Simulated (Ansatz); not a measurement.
```xyz
10

Cl   -1.076    2.143    0.097
C     0.369    1.156   -0.148
Cl    0.398    0.554   -1.871
C     0.404   -0.049    0.746
Ga   -0.665   -1.445   -0.226
H     1.219    1.832   -0.085
H     1.437   -0.397    0.822
H     0.050    0.212    1.744
H    -2.199   -1.230   -0.452
H     0.063   -2.776   -0.627
```

Charge 0, multiplicity 1.

(1) List the r2SCAN/def2-TZVPP orbital energies in eV (Ansatz 0.2.0). (An estimate is asked.)

Results:

(1) Ansatz gave: Occupied: -10122.04, -2754.13, -2753.77, -1244.24, -1100.69, -1100.57, -1100.57, -276.83, -273.29, -255.49, -255.14, -194.09, -193.88, -193.85, -193.76, -193.51, -193.49, -147.80, -100.79, -100.44, -100.43, -24.02, -21.73, -20.44, -20.22, -20.21, -20.18, -20.08, -19.10, -15.91, -12.94, -12.32, -11.30, -10.98, -10.10, -8.71, -8.58, -7.94, -7.87, -7.39, -7.03. Lowest empty: -1.68, -1.27, -0.24, 1.01, 1.09, 1.75, 2.67, 2.77.
